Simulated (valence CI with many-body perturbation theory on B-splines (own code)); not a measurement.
Forbidden lines of Ho27+

Calculated by relativistic CI+MBPT: four valence electrons over a frozen Dirac-Fock core [Kr], a basis of 9 s, 9 p, 10 d, 8 f, 5 g, 3 h, 1 i functions for each j, with the one-electron correlation potential Σ1 (screened to all orders), the two-electron term Σ2, the three-electron term Σ3, Breit, model QED; selected single and double excitations, second order for the rest (own B-spline code, finite nucleus).

The last digits are not significant, and no measured levels were compared; by estimate large intervals hold to a few tenths of a per cent, small ones and those within an open d or f shell to about a per cent. Only levels of the ground parity were solved; by the run's estimate the other parity begins above the list, which can be wrong where configurations are misplaced.

Lines 51 to 100 of 120 in falling wavelength, among levels below 463050 cm⁻¹, chosen from the decays that carry over 1 % of a level's rate. Wavelengths and rates use the calculated energies. S is in atomic units (e²a₀⁴ for E2 and M2, e²a₀⁶ for E3), for M1 in squared Bohr magnetons. Weak lines are less certain than strong ones. Lines between different terms over intervals too small for the method are left out, as are lines whose strength nearly cancels. The highest levels of a list are the least certain.

Levels are named by their leading jj configuration (3d3/2^4 stands for four electrons in 3d with j = 3/2), which in mixed levels can hold well under half, so a name can repeat and another be missing. Letters in brackets count levels of one name in rising energy.

```csv
λ vac (Å),Upper,Lower,Type,A (s⁻¹),S (a.u.)
1179,(4d3/2 4d5/2^3) J=3 [a],(4d3/2^2 4d5/2^2) J=3 [a],M1,8.27e+03,3.52e+00
1164,(4d3/2 4d5/2^3) J=5,(4d3/2^2 4d5/2^2) J=5,M1,3.03e+03,1.95e+00
1163,(4d3/2^2 4d5/2^2) J=1,(4d3/2^3 4d5/2) J=2,M1,1.00e+04,1.75e+00
1161,(4d3/2 4d5/2^3) J=2 [b],(4d3/2 4d5/2^3) J=3 [a],M1,2.03e+03,5.87e-01
1149,(4d3/2 4d5/2^3) J=2 [a],(4d3/2^2 4d5/2^2) J=2 [b],M1,3.44e+03,9.65e-01
1146,(4d3/2 4d5/2^3) J=3 [a],(4d3/2^2 4d5/2^2) J=2 [a],M1,1.09e+04,4.25e+00
1138,(4d3/2^2 4d5/2^2) J=4 [b],(4d3/2^3 4d5/2) J=3,M1,1.31e+03,6.46e-01
1129,(4d3/2 4d5/2^3) J=2 [a],(4d3/2^2 4d5/2^2) J=3 [b],M1,5.14e+03,1.37e+00
1120,(4d3/2^2 4d5/2^2) J=3 [b],(4d3/2^3 4d5/2) J=3,M1,6.70e+02,2.44e-01
1110,(4d3/2 4d5/2^3) J=6,(4d3/2^2 4d5/2^2) J=5,M1,5.19e+03,3.42e+00
1103,(4d3/2 4d5/2^3) J=3 [b],(4d3/2^2 4d5/2^2) J=2 [b],M1,2.57e+03,8.93e-01
1102,(4d3/2^2 4d5/2^2) J=2 [b],(4d3/2^3 4d5/2) J=3,M1,3.11e+01,7.72e-03
1089,(4d3/2^2 4d5/2^2) J=4 [d],(4d3/2^2 4d5/2^2) J=3 [a],M1,3.97e+03,1.71e+00
1085,(4d3/2 4d5/2^3) J=3 [b],(4d3/2^2 4d5/2^2) J=3 [b],M1,5.16e+03,1.71e+00
1082,(4d3/2 4d5/2^3) J=3 [c],(4d3/2^2 4d5/2^2) J=4 [c],M1,3.19e+03,1.05e+00
1070,(4d3/2 4d5/2^3) J=3 [c],(4d3/2^2 4d5/2^2) J=2 [c],M1,3.18e+03,1.01e+00
1069,(4d3/2 4d5/2^3) J=3 [b],(4d3/2^2 4d5/2^2) J=4 [b],M1,1.86e+03,5.89e-01
1067,(4d3/2^2 4d5/2^2) J=2 [a],(4d3/2^3 4d5/2) J=1,M1,1.05e+04,2.36e+00
1062,(4d3/2 4d5/2^3) J=1 [b],(4d3/2^2 4d5/2^2) J=2 [c],M1,4.66e+03,6.22e-01
1060,(4d3/2^2 4d5/2^2) J=4 [b],(4d3/2^3 4d5/2) J=4,M1,8.40e+01,3.34e-02
1044,(4d3/2^2 4d5/2^2) J=3 [b],(4d3/2^3 4d5/2) J=4,M1,4.95e+03,1.46e+00
1028,(4d3/2^2 4d5/2^2) J=4 [d],(4d3/2^2 4d5/2^2) J=4 [a],M1,8.05e+03,2.92e+00
1026,(4d3/2 4d5/2^3) J=0,(4d3/2^2 4d5/2^2) J=1,M1,1.19e+04,4.75e-01
1020,(4d3/2 4d5/2^3) J=4,(4d3/2^2 4d5/2^2) J=4 [c],M1,6.14e+03,2.17e+00
1001,(4d3/2 4d5/2^3) J=1 [a],(4d3/2^2 4d5/2^2) J=2 [a],M1,1.00e+04,1.12e+00
994.2,(4d3/2^2 4d5/2^2) J=3 [b],(4d3/2^3 4d5/2) J=2,M1,3.07e+02,7.83e-02
979.7,(4d3/2^2 4d5/2^2) J=2 [b],(4d3/2^3 4d5/2) J=2,M1,1.18e+03,2.06e-01
973.1,(4d3/2^2 4d5/2^2) J=2 [d],(4d3/2^2 4d5/2^2) J=2 [a],M1,8.12e+01,1.39e-02
969.7,(4d3/2 4d5/2^3) J=2 [a],(4d3/2^2 4d5/2^2) J=1,M1,3.59e+03,6.07e-01
966.2,(4d3/2 4d5/2^3) J=5,(4d3/2^2 4d5/2^2) J=4 [a],M1,1.51e+03,5.56e-01
949.6,(4d3/2 4d5/2^3) J=2 [b],(4d3/2^2 4d5/2^2) J=2 [c],M1,4.48e+03,7.12e-01
913.2,(4d3/2 4d5/2^3) J=1 [a],(4d3/2^2 4d5/2^2) J=0 [a],M1,1.12e+04,9.47e-01
822.9,(4d3/2 4d5/2^3) J=2 [a],(4d3/2^2 4d5/2^2) J=3 [a],M1,6.26e+03,6.46e-01
820.1,(4d3/2^2 4d5/2^2) J=2 [c],(4d3/2^3 4d5/2) J=3,M1,1.25e+04,1.28e+00
812.7,(4d3/2^2 4d5/2^2) J=4 [c],(4d3/2^3 4d5/2) J=3,M1,3.04e+03,5.45e-01
799.1,(4d3/2 4d5/2^3) J=3 [b],(4d3/2^2 4d5/2^2) J=3 [a],M1,1.82e+03,2.41e-01
798.0,(4d3/2 4d5/2^3) J=1 [b],(4d3/2^2 4d5/2^2) J=2 [b],M1,4.60e+02,2.60e-02
784.0,(4d3/2 4d5/2^3) J=3 [c],(4d3/2^2 4d5/2^2) J=4 [b],M1,4.80e+02,6.00e-02
783.7,(4d3/2 4d5/2^3) J=3 [b],(4d3/2^2 4d5/2^2) J=2 [a],M1,3.19e+02,3.99e-02
765.7,(4d3/2 4d5/2^3) J=3 [b],(4d3/2^2 4d5/2^2) J=4 [a],M1,2.22e+03,2.59e-01
765.3,(4d3/2^2 4d5/2^2) J=2 [b],(4d3/2^3 4d5/2) J=1,M1,7.59e+02,6.30e-02
758.5,(4d3/2 4d5/2^3) J=4,(4d3/2^2 4d5/2^2) J=3 [b],M1,3.92e+03,5.70e-01
750.5,(4d3/2^2 4d5/2^2) J=2 [c],(4d3/2^3 4d5/2) J=2,M1,2.74e+03,2.14e-01
732.7,(4d3/2 4d5/2^3) J=2 [b],(4d3/2^2 4d5/2^2) J=2 [b],M1,5.97e+02,4.36e-02
724.7,(4d3/2 4d5/2^3) J=2 [b],(4d3/2^2 4d5/2^2) J=3 [b],M1,1.78e+03,1.26e-01
708.7,(4d3/2 4d5/2^3) J=3 [a],(4d3/2^3 4d5/2) J=3,M1,4.83e+02,4.46e-02
707.3,(4d3/2 4d5/2^3) J=1 [b],(4d3/2^2 4d5/2^2) J=1,M1,2.34e+03,9.20e-02
706.9,(4d3/2^2 4d5/2^2) J=0 [b],(4d3/2^2 4d5/2^2) J=1,M1,3.56e+03,4.67e-02
675.1,(4d3/2^2 4d5/2^2) J=4 [d],(4d3/2^3 4d5/2) J=3,M1,5.48e+02,5.62e-02
656.1,(4d3/2 4d5/2^3) J=3 [a],(4d3/2^3 4d5/2) J=2,M1,1.68e+03,1.23e-01
```
